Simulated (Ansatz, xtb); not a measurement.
**Relative energy of two isomers of C4H9ClO2S**

Structure X: `CC(C)(C)S(=O)(=O)Cl`, a singlet. Structure Y: `CC[C@H](C)S(=O)(=O)Cl`, a singlet. Both are isolated molecules in the gas phase, relaxed with r2SCAN-D4/def2-SVP; the shapes shown needn't be the lowest conformers.

X (Å):

```xyz
17

C    -0.4444    0.7071    1.7377
C    -0.3679   -0.0203    0.4032
C     0.4809    0.7426   -0.6199
C    -1.7301   -0.4029   -0.1565
Cl   -0.6079   -2.6340    2.0973
O     0.5814   -2.3870   -0.5630
O     1.8670   -1.2769    1.3319
S     0.6115   -1.5889    0.6577
H    -1.0165    0.1297    2.4781
H     0.5587    0.9083    2.1406
H    -0.9566    1.6697    1.5785
H    -0.0227    1.6980   -0.8377
H     1.4843    0.9610   -0.2258
H     0.5786    0.1795   -1.5597
H    -2.3128   -0.9887    0.5688
H    -1.6314   -0.9828   -1.0855
H    -2.2852    0.5225   -0.3798
```

Y (Å):

```xyz
17

C    -0.3481   -0.4031    2.5784
C    -0.0400    0.2826    1.2521
C    -0.9170   -0.1281    0.0617
C    -2.4089    0.0985    0.2203
Cl   -1.3655   -2.0178   -2.2848
O     0.8357   -2.1379   -0.3608
O    -1.4641   -2.7439    0.5486
S    -0.6003   -1.9046   -0.2750
H    -0.1801   -1.4897    2.5230
H     0.3064   -0.0052    3.3680
H    -1.3890   -0.2410    2.8974
H    -0.1723    1.3757    1.3485
H     1.0148    0.1214    0.9771
H    -0.5347    0.3464   -0.8576
H    -2.5879    1.1706    0.3986
H    -2.8146   -0.4730    1.0665
H    -2.9526   -0.1949   -0.6890
```

Quicker runs give these differences E(Y) − E(X): GFN2-xTB +26.3 kJ/mol; HF/STO-3G +9.2 kJ/mol (at GFN2-xTB geometries); r2SCAN-D4/def2-SVP//GFN2-xTB +17.9 kJ/mol.

Estimate E(Y) − E(X) at the level CCSD(T)/def2-SVP + ΔMP2/def2-TZVPP.

Calculated at CCSD(T)/def2-SVP + ΔMP2/def2-TZVPP: E(Y) − E(X) = +16.2 kJ/mol, so structure X lies lower.

The same difference at several levels:

| level | geometry | E(Y) − E(X) (kJ/mol) | departure from the last row (kJ/mol) | job, with rough time for the two |
| --- | --- | --- | --- | --- |
| GFN2-xTB | GFN2-xTB | +26.3 | +10.1 | optimisation, 0.42 s |
| HF/STO-3G | GFN2-xTB | +9.2 | −7.0 | single point, 1.2 s |
| r2SCAN-D4/def2-SVP//GFN2-xTB | GFN2-xTB | +17.9 | +1.7 | single point, 7.8 s |
| r2SCAN-D4/def2-SVP | r2SCAN-D4/def2-SVP | +16.1 | −0.1 | optimisation, 73 s |
| HF/def2-SVP | r2SCAN-D4/def2-SVP | +8.7 | −7.5 | part of the CCSD(T) run |
| MP2/def2-SVP | r2SCAN-D4/def2-SVP | +19.0 | +2.8 | part of the CCSD(T) run |
| CCSD(T)/def2-SVP | r2SCAN-D4/def2-SVP | +17.4 | +1.1 | single point |
| CCSD(T)/def2-SVP + ΔMP2/def2-TZVPP | r2SCAN-D4/def2-SVP | +16.2 |  | single point, 3.4 min |

As drawn, both hold the same kinds of bond in the same numbers. Structure X has 3 methyl groups, Y 2.

None of the levels shown reverses the order. The largest departure from CCSD(T)/def2-SVP + ΔMP2/def2-TZVPP is that of GFN2-xTB, 10.1 kJ/mol. The last row adds to CCSD(T) the change of the MP2 difference between the two basis sets, here −1.1 kJ/mol.

With thermal terms from frequencies at re-optimised GFN2-xTB minima (ideal gas, soft modes damped towards free rotors, one conformer each, 298.15 K, 1 atm): the zero-point term adds +2.8 kJ/mol; ΔH is +18.3 and ΔG +18.6 kJ/mol.

The correlated steps freeze 16 core orbitals. Mirror images aren't counted in ΔG. Programs: Ansatz 0.2.0, xtb 6.7.1; the last row on 4 threads of Arm Neoverse V1 on a shared host.
